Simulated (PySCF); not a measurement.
Structure problem from calculated spectra and properties.

Elements present: C, F, H and O. Monoisotopic mass: 154.0242 u.

* NMR, other nuclei: isotropic shieldings of nuclei other than C and H, by class: -31 (1 O), 137 (1 O), 256 (3 F) ppm [GIAO KT3/pcSseg-1]
* Polarisability: 70.9 au [CAM-B3LYP/def2-SVPD]
* Dipole: 2.56 D [CAM-B3LYP/def2-SVPD]
* UV, strongest line: among the 10 lowest singlet transitions: S2 at 6.40 eV (194 nm, f = 0.341) [TDDFT CAM-B3LYP/def2-SVPD]
* Valence photoelectron: vertical ionisation energy: 10.93 eV [ΔSCF CAM-B3LYP/def2-SVPD]
* 1H NMR: chemical shifts (computed TMS as zero) by class: 6.77 (1 H), 6.02 (1 H), 5.96 (1 H), 4.45 (2 H) ppm [GIAO KT3/pcSseg-1]
* 13C NMR: chemical shifts (computed TMS as zero) by class: 155.9 (1 C), 130.4 (1 C), 125.7 (1 C), 123.2 (1 C), 58.3 (1 C) ppm [GIAO KT3/pcSseg-1]
* UV, first state: lowest singlet excitation: 5.24 eV (237 nm, f = 0.000) [TDDFT CAM-B3LYP/def2-SVPD]
* Rotational structure: rotational constants A, B, C: 3.258, 0.673, 0.645 GHz [PBE0-D3(BJ)/def2-SVP]

Gas-phase values; electronic properties from PySCF, density fitting. Levels stand in brackets. Isolated species at its PBE0-D3(BJ)/def2-SVP geometry (one conformer only). NMR classes are plain means over equivalent atoms (diastereotopic ones count apart unless rotation or inversion swaps them), as if these changed places fast.

Q: Which formula fits the mass and the elements?

A: C5H5F3O2 (calculated 154.0242). No other formula that holds each of these elements comes within 0.0003 u with a fitting electron parity and a possible valence count.

Q: What is the compound? Reason from the data.

A: Numbering: `[CH2:1]=[CH:2][C:3](=[O:4])[O:5][CH2:6][C:7]([F:8])([F:9])[F:10]`. Its formula, C5H5F3O2, gives 2 degrees of unsaturation: 0 rings and 2 π bonds in the structure found. 5 carbons fall into 5 classes; from least to most shielded: ester carbonyl carbon [C3] (155.9 ppm), terminal =CH2 carbon [C1] (130.4 ppm), CF3 carbon [C7] (125.7 ppm), alkene CH carbon [C2] (123.2 ppm), sp3 carbon bound to oxygen [C6] (58.3 ppm). Hydrogen classes from least to most shielded: 1 H on a terminal =CH2 carbon, C1 (6.77 ppm), 1 H on an alkene CH carbon, C2 (6.02 ppm), 1 H on a terminal =CH2 carbon, C1 (5.96 ppm), 2 H on an sp3 carbon bound to oxygen, C6 (4.45 ppm, a mean of values up to 2.0 ppm apart in this geometry). The other shieldings belong to: -31 ppm, ester carbonyl oxygen [O4]; 137 ppm, ester single-bonded oxygen [O5]; 256 ppm, fluorine of a CF3 group [F8/F9/F10]. S1 is mainly HOMO−1→LUMO (weight 0.93); the largest Löwdin shares of the orbital it empties are 0.66 on the ester carbonyl oxygen, 0.09 on the ester single-bonded oxygen, 0.09 on the ester carbonyl carbon and 0.08 on the alkene CH carbon, of the orbital it fills 0.29 on the terminal =CH2 carbon, 0.20 on the alkene CH carbon, 0.18 on the ester carbonyl carbon and 0.13 on the ester carbonyl oxygen. The first electron is taken from the HOMO, whose largest Löwdin shares are 0.37 on the alkene CH carbon, 0.35 on the terminal =CH2 carbon, 0.11 on the ester carbonyl oxygen and 0.07 on the ester carbonyl carbon. The optimised geometry has point group C1 and is an asymmetric top. Structure: `C=CC(=O)OCC(F)(F)F` (2,2,2-trifluoroethyl acrylate). Computed isomers that give other values at the same levels: `FC(F)(F)OC1=COCC1` (lowest singlet excitation: 5.84 eV (212 nm, f = 0.004)); `O[C@@]12C[C@@H]1[C@H]2OC(F)(F)F` (lowest singlet excitation: 6.66 eV (186 nm, f = 0.018)). The assignments are read from this structure; whether some other isomer fits the data as well wasn't checked.

Conformer computed: `[CH2:1]=[CH:2][C:3](=[O:4])[O:5][CH2:6][C:7]([F:8])([F:9])[F:10]`: C1–C2–C3–O4 0°, C2–C3–O5–C6 177°, C3–O5–C6–C7 -110°, O5–C6–C7–F8 -63°.
